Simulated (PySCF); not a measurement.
BI3: one-bond stretch

Computed with r2SCAN/[B def2-TZVP, I def2-TZVP with ECP28], scalar-relativistic core potentials, density fitting, no spin–orbit coupling, PySCF.

Rigid scan from the singlet minimum (B–I 2.120 Å (×3); I–B–I 120.0° (×3)). Coordinate: the bond from B to the last atom (I) scaled, the rest fixed. Energies in kJ/mol from the minimum.

Question: Predict the curve at 0.92, 0.96, 1.00, 1.05, 1.12, 1.20, 1.35, 1.55, 1.80, 2.20.

Answer: 
```json
{"scale of one bond": "0.92", "E (kJ/mol)": "25.7", "dipole size (D)": "0.76"}
{"scale of one bond": "0.96", "E (kJ/mol)": "5.6", "dipole size (D)": "0.39"}
{"scale of one bond": "1.00", "E (kJ/mol)": "0.0", "dipole size (D)": "0.00"}
{"scale of one bond": "1.05", "E (kJ/mol)": "6.7", "dipole size (D)": "0.51"}
{"scale of one bond": "1.12", "E (kJ/mol)": "31.6", "dipole size (D)": "1.24"}
{"scale of one bond": "1.20", "E (kJ/mol)": "70.7", "dipole size (D)": "2.10"}
{"scale of one bond": "1.35", "E (kJ/mol)": "149.9", "dipole size (D)": "3.65"}
{"scale of one bond": "1.55", "E (kJ/mol)": "240.6", "dipole size (D)": "–"}
{"scale of one bond": "1.80", "E (kJ/mol)": "318.6", "dipole size (D)": "–"}
{"scale of one bond": "2.20", "E (kJ/mol)": "1137.8", "dipole size (D)": "–"}
```

At long bonds a restricted determinant can lie too high, and another spin state can fall below this curve.
